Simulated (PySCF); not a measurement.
Input of a run (PBE0-D3(BJ)/def2-SVP geometry optimisation, gas phase (PySCF 2.14.0)), started from a GFN2-xTB structure with every atom displaced at random (by about 0.01 Å):
```
{"job": {"xc": "PBE0", "basis": "def2-SVP", "d3": "d3bj", "grid": 1, "shake": 0.01, "kind": "geom"}, "charge": 0, "multiplicity": 1}
F     -2.512220    -0.522650    -1.234060
C     -1.957640     0.091430    -0.167670
F     -2.720230    -0.257470     0.901310
C     -0.500450    -0.403750    -0.001720
N      0.415130     0.386620    -0.024340
Si     2.129240     0.238200     0.135500
H     -1.999090     1.184200    -0.292590
H     -0.448210    -1.486060     0.124480
H      2.636810    -1.123050     0.349470
H      2.594390     0.797100    -1.113470
H      2.400360     1.069590     1.307410
```

Output (energies in Eh, forces in Eh/bohr):
```
step   0  E = -622.31397218  max force = 0.081032
step   1  E = -622.32215605  max force = 0.012414
step   2  E = -622.32238283  max force = 0.003800
step   3  E = -622.32251534  max force = 0.009282
step   4  E = -622.32269839  max force = 0.003358
step   5  E = -622.32274606  max force = 0.000940
step   6  E = -622.32276205  max force = 0.000277
step   7  E = -622.32276340  max force = 0.000344
optimisation converged
```

Q: Summarise the run.

A: The energy falls by 0.239 eV over 8 energy and gradient evaluations, the largest force component goes from 0.0810 to 3.4e-04 Eh/bohr, and the atoms move by 0.142 Å rms after alignment. The bond that changes most is C4=N5 (C=N carbon to C=N nitrogen), which lengthens by 0.050 Å. Bonds longer at the end by more than 0.005 Å: 6 of 10; shorter: 2. Among the angles that change most is C4–N5–Si6, from 133.9° to 125.0°. The energy never rose by more than 1e-6 Eh on the way. The first step brought 93 % of the lowering.

Q: What are the final bond lengths?

A: F1–C2 1.350 Å, C2–F3 1.350 Å, C2–C4 1.508 Å, C4=N5 1.260 Å, N5–Si6 1.762 Å, C2–H7 1.102 Å, C4–H8 1.113 Å, Si6–H9 1.500 Å, Si6–H10 1.490 Å, Si6–H11 1.490 Å. Numbering counts from 1 in the input's order; the species is `N(/[SiH3])=C\C(F)F`.

The run used 113 basis functions and 54 SCF cycles in all.

Not checked by PBE0-D3(BJ)/def2-SVP frequencies. The numbers are those of one conformer.

Shape of the structure used: `[F:1][CH:2]([F:3])/[CH:4]=[N:5]/[SiH3:6]`: F1–C2–C4–N5 122°.
